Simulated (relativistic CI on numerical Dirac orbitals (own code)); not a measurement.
**Hg VI: computed level list**

Method of calculation: Dirac-Coulomb-Breit CI, KLI orbitals optimised for each configuration, QED by a radiative potential, valence Slater integrals scaled by 0.85, P86 correlation energy added to each configuration (own radial code, finite nucleus).

CI space (outside the closed core [Kr] 4d10 4f14): 5s²5p⁶5d⁷, 5s²5p⁶5d⁶6s, 5s²5p⁶5d⁶5f, 5s²5p⁶5d⁶6p, 5s²5p⁶5d⁶5g, 5s²5p⁵5d⁸, 5s²5p⁶5d⁶6d, 5s²5p⁶5d⁶7s, 5s²5p⁶5d⁵6s6p, 5s²5p⁶5d⁶7p, 5s²5p⁶5d⁶6f, 5s²5p⁶5d⁶7d, 5s²5p⁶5d⁶8s, 5s²5p⁶5d⁶8p, 5s²5p⁶5d⁶7f, 5s²5p⁶5d⁵5f6s, 5s5p⁶5d⁸, 5s²5p⁵5d⁷5g, 5s²5p⁵5d⁷6s, 5s²5p⁶5d⁵6s², 5s²5p⁶5d⁴5f6s², 5s²5p⁶5d⁴6s²6p, 5s²5p⁶5d⁴5g6s², 5s²5p⁶5d⁴6s²6d. Double excitations out of closed p, d and f shells are left out; levels of such configurations are missing from the list, as are those of other unlisted configurations, and high levels can miss mixing partners.

The lowest level is 5s²5p⁶5d⁷ ⁴F9/2, with 80 % of that term; Hund's rules for 5s²5p⁶5d⁷ give ⁴F with J = 9/2, in agreement.

```
No.  Configuration  Term     J   E (eV)    %  Lifetime (s)     jj configuration (%)
  1      5s²5p⁶5d⁷    ⁴F   9/2   0.0000   80                           5d5/2^3 (88)
  2      5s²5p⁶5d⁷    ²P   3/2   1.4248   43                           5d5/2^3 (93)
  3      5s²5p⁶5d⁷    ⁴F   5/2   1.7101   44      1.73e+01             5d5/2^3 (69)
  4      5s²5p⁶5d⁷    ⁴F   7/2   1.7208   94      1.28e-02     5d3/2^3 5d5/2^4 (94)
  5      5s²5p⁶5d⁷    ⁴F   3/2   2.7003   50      2.71e-02     5d3/2^3 5d5/2^4 (88)
  6      5s²5p⁶5d⁷    ⁴P   5/2   2.8711   70      2.98e-02     5d3/2^3 5d5/2^4 (78)
  7      5s²5p⁶5d⁷    ²G   9/2   2.9429   52      1.14e-02     5d3/2^3 5d5/2^4 (85)
  8      5s²5p⁶5d⁷    ⁴P   1/2   3.3298   62      1.64e-02     5d3/2^3 5d5/2^4 (97)
  9      5s²5p⁶5d⁷    ²H  11/2   3.8608  100      1.37e-01    5d3/2^3 5d5/2^4 (100)
 10      5s²5p⁶5d⁷    ²G   7/2   4.0543   78      2.61e-02     5d3/2^3 5d5/2^4 (77)
 11      5s²5p⁶5d⁷    ⁴P   3/2   4.8046   40      5.60e-03     5d3/2^2 5d5/2^5 (83)
 12      5s²5p⁶5d⁷    ²D   5/2   4.8244   65      3.72e-03     5d3/2^2 5d5/2^5 (77)
 13      5s²5p⁶5d⁷    ²F   5/2   5.2064   84      1.99e-02     5d3/2^3 5d5/2^4 (81)
 14      5s²5p⁶5d⁷    ²P   1/2   5.5280   62      7.36e-03     5d3/2^2 5d5/2^5 (97)
 15      5s²5p⁶5d⁷    ²H   9/2   5.6810   69      8.02e-03     5d3/2^2 5d5/2^5 (96)
 16      5s²5p⁶5d⁷    ²F   7/2   6.4506   80      7.48e-03     5d3/2^2 5d5/2^5 (72)
 17      5s²5p⁶5d⁷    ²D   3/2   6.5269   63      7.87e-03     5d3/2^3 5d5/2^4 (57)
 18      5s²5p⁶5d⁷    ²D   3/2   8.7055   85      1.98e-03       5d3/2 5d5/2^6 (59)
 19      5s²5p⁶5d⁷    ²D   5/2   9.1231   85      2.65e-03     5d3/2^2 5d5/2^5 (89)
 20    5s²5p⁶5d⁶6s    ⁶D   9/2  15.0883   79      1.37e-03          5d5/2^2 6s (60)
 21    5s²5p⁶5d⁶6s    ⁶D   7/2  16.1098   76      5.39e-04  5d3/2^3 5d5/2^3 6s (57)
 22    5s²5p⁶5d⁶6s    ⁶D   5/2  16.1803   59      4.96e-04          5d5/2^2 6s (56)
 23    5s²5p⁶5d⁶6s    ⁶D   3/2  16.6512   66      5.66e-04  5d3/2^3 5d5/2^3 6s (46)
 24    5s²5p⁶5d⁶6s    ⁶D   1/2  16.9347   75      9.92e-04  5d3/2^3 5d5/2^3 6s (43)
 25    5s²5p⁶5d⁶6s    ⁴D   7/2  17.3308   40      6.92e-05          5d5/2^2 6s (62)
 26    5s²5p⁶5d⁶6s    ⁴G   9/2  18.0157   27      1.53e-04  5d3/2^3 5d5/2^3 6s (59)
 27    5s²5p⁶5d⁶6s    ⁴D   5/2  18.1365   40      7.01e-05  5d3/2^3 5d5/2^3 6s (61)
 28    5s²5p⁶5d⁶6s    ⁴D   3/2  18.2501   33      6.71e-05          5d5/2^2 6s (53)
 29    5s²5p⁶5d⁶6s    ⁴D   7/2  18.5659   37      8.01e-05  5d3/2^3 5d5/2^3 6s (93)
 30    5s²5p⁶5d⁶6s    ⁴H  11/2  18.6056   52      1.64e-04  5d3/2^3 5d5/2^3 6s (98)
 31    5s²5p⁶5d⁶6s    ⁴H  13/2  18.6973   84      1.42e-04  5d3/2^3 5d5/2^3 6s (92)
 32    5s²5p⁶5d⁶6s    ⁴D   1/2  18.9142   62      5.49e-05  5d3/2^3 5d5/2^3 6s (66)
 33    5s²5p⁶5d⁶6s    ⁴F   5/2  19.2804   40      1.37e-04  5d3/2^3 5d5/2^3 6s (49)
 34    5s²5p⁶5d⁶6s    ⁴H   9/2  19.4104   37      9.93e-05  5d3/2^3 5d5/2^3 6s (75)
 35    5s²5p⁶5d⁶6s    ²H  11/2  19.6049   40      9.28e-05  5d3/2^3 5d5/2^3 6s (91)
 36    5s²5p⁶5d⁶6s    ⁴F   7/2  19.6052   37      1.17e-04  5d3/2^3 5d5/2^3 6s (77)
 37    5s²5p⁶5d⁶6s    ⁴F   3/2  19.6203   67      1.12e-04  5d3/2^3 5d5/2^3 6s (81)
 38    5s²5p⁶5d⁶6s    ⁴D   5/2  19.7297   53      7.67e-05  5d3/2^3 5d5/2^3 6s (50)
 39    5s²5p⁶5d⁶6s    ⁴D   3/2  20.0243   57      8.08e-05  5d3/2^2 5d5/2^4 6s (46)
 40    5s²5p⁶5d⁶6s    ²F   5/2  20.0622   27      8.44e-05  5d3/2^3 5d5/2^3 6s (75)
 41    5s²5p⁶5d⁶6s    ⁴D   1/2  20.4451   44      1.30e-04  5d3/2^3 5d5/2^3 6s (53)
 42    5s²5p⁶5d⁶6s    ⁴G   9/2  20.4758   44      1.14e-04  5d3/2^2 5d5/2^4 6s (51)
 43    5s²5p⁶5d⁶6s    ⁴D   7/2  20.7017   30      1.09e-04  5d3/2^2 5d5/2^4 6s (51)
 44    5s²5p⁶5d⁶6s    ⁴D   5/2  20.7319   50      1.05e-04  5d3/2^2 5d5/2^4 6s (51)
 45    5s²5p⁶5d⁶6s    ⁴D   1/2  20.8755   55      6.34e-05  5d3/2^2 5d5/2^4 6s (61)
```

Energies count from the lowest computed level; lifetimes are radiative, by E1, M1, E2 decay to levels of this space only; some are left blank where a channel outside the calculation adds to the decay or the decay crosses a small, uncertain gap. Filled j subshells are mostly left out of the jj labels.

The mean weight of the leading LS term, summed over parents, in these 45 levels is 58 %, and that of the leading jj configuration (from the same eigenvectors) 72 %, so jj coupling describes them better and the LS labels are nominal.

At this charge configurations can still be misplaced by up to about 7 % of their energy. Levels and lines within the n = 5 or 6 shells can be off by up to 10 % or somewhat more, and those that change n by about 2 %, since core polarisation is missing.

LS names give the leading component of a level, which can be under half, so a name can repeat, a term be missing and a line seem to break the LS rules.
